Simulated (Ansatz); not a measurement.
Cu₃O₄, relaxed as a doublet with UKS PBE-D4/def2-SVP in Ansatz, starting from the GFN1-xTB geometry. Force threshold 0.02 eV/Å.

The structure holds 1 bond(s) between oxygen atoms. The charge 0 doublet is spin-contaminated (final ⟨S²⟩ up to 1.34, 0.75 for a pure state). The relaxation made no stability test and no search for a lower SCF solution. No other spin state of charge 0 was run. The structure comes from a short search, and lower isomers may exist.

Start:

```xyz
7

Cu   -1.010   -0.565    0.454
Cu   -0.680    1.371   -0.923
Cu    1.226    0.130   -0.160
O     1.398   -1.299    0.830
O     0.090   -1.705    1.193
O     1.065    1.525   -1.127
O    -2.089    0.543   -0.266
```

| step | energy (eV) | largest force component (eV/Å) | SCF passes |
| --- | --- | --- | --- |
| 1 | -142055.1329 | 1.682 | 121 |
| 2 | -142055.3975 | 1.320 | 49 |
| 3 | -142055.6080 | 0.220 | 50 |
| 4 | -142055.6128 | 0.173 | 35 |
| 5 | -142055.6150 | 0.005 | 36 |

Force components are those of the run's own axes.

End:

```xyz
7

Cu   -1.0676   -0.5968    0.4781
Cu   -0.7141    1.4416   -0.9707
Cu    1.2949    0.1379   -0.1691
O     1.4092   -1.3956    0.8994
O     0.1651   -1.7823    1.2404
O     1.0576    1.5957   -1.1775
O    -2.1451    0.5995   -0.3007
```

By distances, no bond broke or formed. The bond that changes most is Cu3–O4, from 1.75 to 1.87 Å (atoms count from 1). The end is the same structure that another start reached, the lowest one found.

No frequencies were taken in this run, so the end may be a saddle point.

Run time 24 s (4 threads of Arm Neoverse V1 on a shared host).
